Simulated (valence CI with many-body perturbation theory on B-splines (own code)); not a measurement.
# Ladder of approximations for Dy45+

Computed by relativistic CI+MBPT: three valence electrons over a frozen Dirac-Fock core [Ar], radial functions for each j: 9 s, 9 p, 10 d, 8 f, 5 g, 3 h, 1 i, with the one-electron correlation potential Σ1, the two-electron term Σ2, the three-electron term Σ3, Breit, model QED; selected CI, second order for the rest (own B-spline code, finite nucleus).

No measured spectrum was set against this ion. As an estimate, large intervals hold to a few tenths of a per cent, small ones and those within an open d or f shell to about a per cent. Only levels of the ground parity were solved; by the run's estimate the other parity begins above the list, which can be wrong where configurations are misplaced.

Each rung adds one term. CI alone is the Dirac-Coulomb CI over the frozen core; QED comes last and gives the full result, which names the levels. Energies are above (3d3/2^3) J=3/2 on the same rung, in cm⁻¹.

Levels are named by their leading jj configuration (3d3/2^4 stands for four electrons in 3d with j = 3/2), which in mixed levels can hold well under half, so a name can repeat and another be missing. Letters in brackets count levels of one name in rising energy.

```csv
Level,CI alone
(3d3/2^2 3d5/2) J=5/2 [a],291537
(3d3/2^2 3d5/2) J=3/2,339391
(3d3/2^2 3d5/2) J=7/2,366268
(3d3/2^2 3d5/2) J=9/2,372651
(3d3/2^2 3d5/2) J=1/2,378357
(3d3/2^2 3d5/2) J=5/2 [b],531376
(3d3/2 3d5/2^2) J=7/2 [a],650254
(3d3/2 3d5/2^2) J=9/2,683676
(3d3/2 3d5/2^2) J=3/2 [a],715979
(3d3/2 3d5/2^2) J=1/2,737093
(3d3/2 3d5/2^2) J=11/2,756859
(3d3/2 3d5/2^2) J=5/2 [a],758915
(3d3/2 3d5/2^2) J=5/2 [b],809660
(3d3/2 3d5/2^2) J=7/2 [b],823303
(3d3/2 3d5/2^2) J=3/2 [b],943849
(3d5/2^3) J=9/2,1036350
```

What do these energies become with core correlation, Breit and QED?

(3d3/2^2 3d5/2) J=5/2 [a] 287586 (-3951); (3d3/2^2 3d5/2) J=3/2 334509 (-4881); (3d3/2^2 3d5/2) J=7/2 355450 (-10818); (3d3/2^2 3d5/2) J=9/2 360124 (-12527); (3d3/2^2 3d5/2) J=1/2 370353 (-8004); (3d3/2^2 3d5/2) J=5/2 [b] 520549 (-10827); (3d3/2 3d5/2^2) J=7/2 [a] 639239 (-11015); (3d3/2 3d5/2^2) J=9/2 668493 (-15184); (3d3/2 3d5/2^2) J=3/2 [a] 704458 (-11522); (3d3/2 3d5/2^2) J=1/2 724347 (-12746); (3d3/2 3d5/2^2) J=11/2 737158 (-19700); (3d3/2 3d5/2^2) J=5/2 [a] 743875 (-15041); (3d3/2 3d5/2^2) J=5/2 [b] 792450 (-17210); (3d3/2 3d5/2^2) J=7/2 [b] 803764 (-19539); (3d3/2 3d5/2^2) J=3/2 [b] 928840 (-15008); (3d5/2^3) J=9/2 1016950 (-19404).

How does the ionisation energy move along the ladder, and which term matters most?

CI alone 3719.7, + Σ1 3722.4, + Σ2 3728.2, + Σ3 3728.3, + Breit 3725.3, + QED 3725.5 eV. The largest step is Σ2, 5.9 eV. NIST lists 3725 ± 4 eV (theoretical).
